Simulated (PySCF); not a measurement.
H₃O₃Pt, neutral, multiplicity 4. Atoms are numbered in the order given.

```xyz
7

Pt     0.0103    -0.1176     0.0000
O     -0.0255    -0.3723     1.8977
H     -0.1529    -1.2768     2.2229
O      0.0918     1.9270     0.0000
H     -0.8234     2.2635     0.0000
O     -0.0255    -0.3723    -1.8977
H     -0.1529    -1.2768    -2.2229
```
Charge 0, spin multiplicity 4.

Geometry: B3LYP-D3(BJ)/def2-SVP. The multiplicity is an assumed one; other spin states were not compared. The def2 effective core potentials stand for the cores of Pt; spin–orbit coupling is left out. One conformer was computed; it need not be the lowest.

The numbers are results of CAM-B3LYP/def2-TZVPD (PySCF), not measurements.

Mulliken values depend strongly on the basis, most of all with diffuse functions as here. ESP charges are fitted to the potential on shells at 1.4 to 2.0 van der Waals radii. Atomic charges (e):

| atom | ESP fit | Mulliken | Mulliken spin |
|---|---|---|---|
| Pt1 | 0.42 | 0.72 | 1.79 |
| O2 | -0.53 | -0.51 | 0.35 |
| H3 | 0.37 | 0.31 | 0.00 |
| O4 | -0.42 | -0.64 | 0.54 |
| H5 | 0.32 | 0.31 | -0.01 |
| O6 | -0.53 | -0.51 | 0.35 |
| H7 | 0.37 | 0.31 | 0.00 |
